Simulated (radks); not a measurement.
Results of a calculation; reference values are marked as such.
Question: These are the eigenvalues of the occupied orbitals of an atom or ion with whole-number occupations (eV). Code: a radial shooting solver on a logarithmic mesh with Libxc functionals. Model: scalar-relativistic Kohn-Sham, PBE, spin-polarised, spherical densities, point nucleus.

1s up: -17712.90

Which element is it, and in what charge state? The configuration may be excited. Open shells, if any, are filled with parallel spins first.

Answer: Z = 36, krypton, charge +35: Kr35+ in 1s1. The 1s level, -650.94 hartree, gives Z - s = 36.1 by -(Z - s)^2/2, which with screening and relativity narrows Z to a few neighbours, and with so few levels the electron count can be read from the list.
